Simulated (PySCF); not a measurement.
iodomethane (CH₃I), SMILES CI. The structure is a stationary point at B3LYP-D3(BJ)/def2-TZVP. The def2 effective core potentials stand for the cores of I; spin–orbit coupling is left out.

Computed with B3LYP-D3(BJ)/def2-TZVP (PySCF 2.14.0).

Harmonic wavenumbers (cm⁻¹): 526, 894, 894, 1280, 1470, 1470, 3089, 3197, 3197. Rotational constants (GHz): 156.2, 7.408, 7.408; symmetry number 3.

### Question
Work out the zero-point energy and the ideal-gas rigid-rotor harmonic-oscillator thermochemistry at 298.15 K and 1 atm.

### Answer
ZPE = ½ Σ hcν = ½ × 16020 cm⁻¹ = 22.90 kcal/mol. H − E(el) = 25.48 kcal/mol. Entropy in cal/(mol K): translation 40.76, rotation 18.97, vibration 0.94, total 60.67. G − E(el) = 7.40 kcal/mol. Cp = 10.48 cal/(mol K).
